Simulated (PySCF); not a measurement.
C3H9Ge, SMILES [CH3][Ge]([CH3])[CH3] (connectivity only; charge and spin as stated), charge +1, multiplicity 1. Atoms are numbered in the order given.

```xyz
13

C     -0.3908     1.8691     0.2398
Ge     0.0000     0.0000    -0.0002
C      1.8237    -0.6140     0.0356
C     -1.4329    -1.2551    -0.2751
H      0.5260     2.4772     0.3473
H     -1.0311     1.9799     1.1424
H     -0.9923     2.2233    -0.6250
H      2.3965    -0.0717    -0.7477
H      1.9001    -1.7057    -0.1194
H      2.2720    -0.3321     1.0133
H     -1.2863    -1.7427    -1.2639
H     -1.3592    -2.0566     0.4913
H     -2.4258    -0.7712    -0.2336
```
Charge +1, spin multiplicity 1.

Coordinates come from a PBE-D3(BJ)/def2-SVP optimisation. The multiplicity is an assumed one; no other spin state was optimised. The isomer is the one that the SMILES or the coordinates give; other isomers of the formula were not compared.

Two levels are set side by side: PBE/pcSseg-1 (PySCF) and PBE0/pcSseg-1 (PySCF). GIAO shifts against GeH4 (⁷³Ge), TMS (¹H), TMS (¹³C) at the same level; non-relativistic, no solvent, atoms listed together averaged. Differences are taken from unrounded values.

```tsv
quantity	PBE
δ(¹³C) of C1, C3, C4 (ppm)	30.6
δ(⁷³Ge) of Ge2 (ppm)	1439.1
```

Question: These are the PBE values. What does PBE0 give? (An estimate is asked for; the answer gives what the named calculation found.)

Answer: 
```
quantity                      PBE0  PBE minus PBE0
--------------------------  ------  --------------
δ(¹³C) of C1, C3, C4 (ppm)    26.3             4.2
δ(⁷³Ge) of Ge2 (ppm)        1376.3            62.8
```

Rough cost on one machine, each run with all the roots and properties that it gave: PBE0 against PBE within a factor of 2.
